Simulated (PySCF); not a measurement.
LiCl, SMILES [Cl][Li].

Geometry: PBE0-D3(BJ)/def2-TZVPD.

Two levels are set side by side: TDDFT-PBE/def2-TZVPD (PySCF) and TDDFT-CAM-B3LYP/def2-TZVPD (PySCF). Vertical, same geometry. The lowest singlet is HOMO→LUMO 100 % with PBE and HOMO−1→LUMO 96 % with the other functional; states are paired by order. Differences are taken from unrounded values.

```tsv
quantity	TDDFT-CAM-B3LYP
lowest singlet excitation (eV)	4.80
lowest triplet excitation (TDA) (eV)	4.76
first bright state (f over 0.05) (eV)	6.87
its oscillator strength	0.11
```

**Question.** What does TDDFT-PBE give, and how far is it from TDDFT-CAM-B3LYP? (An estimate is asked for; the answer gives what the named calculation found.)

**Answer.** 
| quantity | TDDFT-PBE | TDDFT-PBE minus TDDFT-CAM-B3LYP |
|---|---|---|
| lowest singlet excitation (eV) | 3.98 | -0.82 |
| lowest triplet excitation (TDA) (eV) | 3.91 | -0.85 |
| first bright state (f over 0.05) (eV) | 5.98 | -0.89 |
| its oscillator strength | 0.08 | -0.03 |

A lower first singlet is the usual sign of a functional without exact exchange. Differences between two approximate levels are no errors against the true value.

Rough cost on one machine, each run with all the roots and properties that it gave: TDDFT-CAM-B3LYP against TDDFT-PBE about 2 times.
